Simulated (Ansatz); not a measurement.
C$_{2}$H$_{5}$NSeSi, SMILES `N=C=C([SiH3])[SeH]`, relaxed with RKS PBE-D4/def2-SVP in Ansatz 0.2.0 from a rough embedded geometry. The force threshold is 0.03 eV/Å; the program also tests the step.

Charge 0, multiplicity 1.

Start:

```xyz
10

N     1.015   -1.731    1.511
C     0.533   -0.754    0.995
C     0.019    0.284    0.445
Si   -0.900    0.234   -1.098
Se    0.297    2.038    1.249
H     0.909   -2.728    1.098
H    -1.368    1.524   -1.545
H    -2.077   -0.664   -0.869
H    -0.041   -0.427   -2.188
H     1.614    2.225    0.403
```

```csv
step,energy (eV),largest force (eV/Å),largest move (Å)
1,-76838.7270,3.491,0.000
2,-76839.1507,1.357,0.195
3,-76839.3276,1.838,0.194
4,-76839.5466,1.757,0.198
5,-76839.7816,0.857,0.200
6,-76839.8306,0.443,0.200
7,-76839.8357,0.280,0.200
8,-76839.8377,0.568,0.200
9,-76839.8593,0.212,0.109
10,-76839.8656,0.136,0.071
11,-76839.8835,0.104,0.200
12,-76839.8884,0.415,0.195
13,-76839.8992,0.221,0.029
14,-76839.9132,0.104,0.200
15 (rejected),-76839.8986,0.242,0.200
16,-76839.9210,0.045,0.100
17,-76839.9225,0.065,0.098
18,-76839.9231,0.150,0.042
19 (rejected),-76839.9227,0.226,0.042
20,-76839.9242,0.028,0.013
```

End:

```xyz
10

N     0.370   -1.824    1.851
C     0.312   -0.853    1.097
C     0.103    0.233    0.360
Si   -0.973    0.266   -1.169
Se    0.883    1.898    0.983
H     1.121   -2.514    1.701
H    -2.135    1.198   -0.967
H    -1.477   -1.119   -1.470
H    -0.166    0.763   -2.338
H     1.962    1.951   -0.047
```

Run time 30 s (4 threads of a server CPU on a shared host); peak host memory 0.18 GiB.
